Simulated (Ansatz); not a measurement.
Consider the cleavage of the Zn–Si bond: `Cl[SiH2][ZnH]` + `OCF` → `FC[O][ZnH]` + `[SiH3]Cl`.

Gas-phase electronic energies from Ansatz, PBE0-D4/def2-TZVP geometries. CCSD(T)/CBS is the MP2 limit (def2-TZVPP, def2-QZVPP) plus CCSD(T) − MP2 in def2-TZVPP, frozen cores. This one scheme is used for every species. Functionals use def2-TZVPP. B3LYP here is the variant with VWN-RPA as its local correlation; programs differ in this. For Zn outer-core shells are correlated without core-valence functions, which leaves a few kJ/mol of doubt a bond. Scalar relativity is left out up to krypton. One conformer a species, not always the lowest.

```json
{"species": "`Cl[SiH2][ZnH]`", "B3LYP-D4 energy (Eh)": "-2531.04515"}
{"species": "`OCF`", "B3LYP-D4 energy (Eh)": "-215.07353"}
{"species": "`FC[O][ZnH]`", "B3LYP-D4 energy (Eh)": "-1994.53262"}
{"species": "`[SiH3]Cl`", "B3LYP-D4 energy (Eh)": "-751.60267"}
```

(1) Work out ΔE.

Largest T1 diagnostic among the species: 0.016.

## Answers

(1) ΔE = (-1994.53262) + (-751.60267) − (-2531.04515) − (-215.07353) = -0.01661 Eh = -43.6 kJ/mol. CCSD(T)/CBS gives -50.3 kJ/mol.
